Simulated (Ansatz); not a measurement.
Correlation energies of FGaH$_{2}$Zn, SMILES `[F][Zn][GaH2]` by basis set

```xyz
5

F    -1.527   -1.903   -2.046
Zn   -0.678   -0.846   -0.910
Ga    0.476    0.594    0.638
H    -0.235    1.123    1.937
H     1.964    1.033    0.380
```

Charge 0, multiplicity 1. For Zn the d shell is correlated and the shells below it are frozen. Correlated methods include outer-core shells of Ga, which these sets cover unevenly. Scalar relativity is left out up to krypton. All single points use the PBE0-D4/def2-TZVP geometry. Frozen core, restricted reference, the Gaussian-basis code of Ansatz.

| basis | HF (Eh) | MP2 corr. | CCSD corr. | (T) | CCSD(T) total |
| --- | --- | --- | --- | --- | --- |
| def2-SVP | -3801.10104 | ? | -0.68693 | -0.01737 | ? |
| def2-TZVPP | ? | ? | -0.94576 | ? | ? |
| def2-QZVPP | -3801.81241 | -1.29584 | – | – | – |

Question: Fill in the withheld values. (Estimate.)

Answer: Computed: def2-SVP MP2 corr.: -0.70235; def2-SVP CCSD(T) total: -3801.80534; def2-TZVPP HF (Eh): -3801.72396; def2-TZVPP MP2 corr.: -0.98624; def2-TZVPP (T): -0.03008; def2-TZVPP CCSD(T) total: -3802.69980.
